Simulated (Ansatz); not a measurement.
This geometry of BrH + H5NSi (9 atoms, charge 0, multiplicity 1) is a first-order saddle point.

All numbers below come from RKS PBE/def2-SVP in Ansatz.

```xyz
9
Properties=species:S:1:pos:R:3
Si 0.193 -0.203 0.067
N 0.045 -0.232 2.069
H -0.874 0.088 2.417
H 0.774 0.369 2.483
H 1.323 0.272 -0.803
H -0.601 1.113 0.156
H -0.831 -1.138 -0.498
Br 1.748 -2.163 0.699
H 0.271 -1.212 2.349
```

Which two structures does it join? (They come from a converged band through this point; their orientation in space is the band's.)

Bonds broken: Si1–N2, Br8–H9. Bonds formed: Si1–Br8, N2–H9. BrH + H5NSi becomes BrH3Si + H3N.

First end point:

```xyz
9
Properties=species:S:1:pos:R:3
Si -0.147 0.269 0.063
N 0.120 -0.159 1.779
H -0.731 -0.356 2.323
H 0.695 0.503 2.316
H 1.210 0.419 -0.554
H -0.921 1.550 -0.116
H -0.915 -0.864 -0.545
Br 1.761 -2.886 1.835
H 0.976 -1.582 1.839
```

Last end point:

```xyz
9
Properties=species:S:1:pos:R:3
Si 0.476 -0.151 -0.319
N -0.238 -0.440 2.358
H -1.152 -0.094 2.684
H 0.471 0.014 2.950
H 0.852 0.012 -1.774
H 0.352 1.231 0.242
H -0.781 -0.964 -0.296
Br 2.267 -1.275 0.494
H -0.200 -1.439 2.601
```

How far does it lie above each of them?

5.0 kcal/mol above the first and 10.5 kcal/mol above the second. This is the barrier of this one path; another mechanism may lie lower. The orbitals stay closed-shell, which can raise the energy where a bond breaks towards radicals; this wasn't checked here.

The run took 2.4 min on 2 threads of Arm Neoverse V1 (shared host), peak memory 0.13 GiB.
